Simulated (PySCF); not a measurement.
Si(CCH)(F)(H)2 (C2H3FSi), SMILES C#C[SiH2]F. Atoms are numbered in the order given.

```xyz
7

Si     0.4966     0.6199     0.0000
F     -0.8533     1.5200     0.0000
C      0.0362    -1.1473     0.0000
C     -0.2520    -2.3293     0.0000
H      1.2653     0.9378    -1.2303
H      1.2653     0.9378     1.2303
H     -0.5088    -3.3744     0.0000
```
Charge 0, spin multiplicity 1.

Coordinates come from a PBE0-D3(BJ)/def2-SVP optimisation.

These are ωB97X/def2-TZVPD (PySCF) values and carry that method's errors.

Isolated molecule, no solvent.

Computed frontier levels, gap, dipole moment and polarisability:
```json
{
  "highest_occupied_level": "-10.96 eV",
  "lowest_empty_level": "1.08 eV",
  "orbital_gap": "12.04 eV",
  "dipole_moment": "1.80 D",
  "quadrupole, principal values (traceless, Buckingham form, about the centre of nuclear charge)": "-5.62, -2.75, 8.37 D·Å",
  "mean_static_polarisability": "48.2 bohr³ (7.14 Å³)",
  "polarisability_principal_values": "39.1, 40.4, 65.1 bohr³"
}
```
